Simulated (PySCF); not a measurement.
Si(F)4(OH2) (F4H2OSi), SMILES O->[Si](F)(F)(F)F (connectivity only; charge and spin as stated), neutral, multiplicity 1. Atoms are numbered in the order given.

```xyz
8

Si    -0.2638     0.0115     0.0000
F     -0.1087     1.6004     0.0000
F      0.0901    -0.7547     1.3725
F      0.0901    -0.7547    -1.3725
F     -1.8642    -0.1453     0.0000
O      1.9160     0.1273     0.0000
H      2.2498    -0.3459     0.7735
H      2.2498    -0.3459    -0.7735
```
Charge 0, spin multiplicity 1.

Coordinates come from a PBE0-D3(BJ)/def2-SVP optimisation. The values are those of a single conformer.

Two levels are set side by side: PBE/pcSseg-1 (PySCF) and HF/pcSseg-1 (PySCF). GIAO shifts against CFCl3 (¹⁹F), H2O (¹⁷O), TMS (²⁹Si), TMS (¹H) at the same level; non-relativistic, no solvent, atoms listed together averaged. Differences are taken from unrounded values.

```json
[
 {"quantity": "δ(²⁹Si) of Si1 (ppm)", "PBE": "-116.6"},
 {"quantity": "δ(¹⁷O) of O6 (ppm)", "PBE": "65.3"},
 {"quantity": "δ(¹H) of H7, H8 (ppm)", "PBE": "2.56"}
]
```

### Question
These are the PBE values. What does HF give? (The exact figures need the calculation; the answer reports its results.)

### Answer

| quantity | HF | PBE minus HF |
|---|---|---|
| δ(²⁹Si) of Si1 (ppm) | -134.6 | 18.0 |
| δ(¹⁷O) of O6 (ppm) | 48.3 | 17.0 |
| δ(¹H) of H7, H8 (ppm) | 3.67 | -1.12 |

Rough cost on one machine, each run with all the roots and properties that it gave: HF against PBE within a factor of 2.
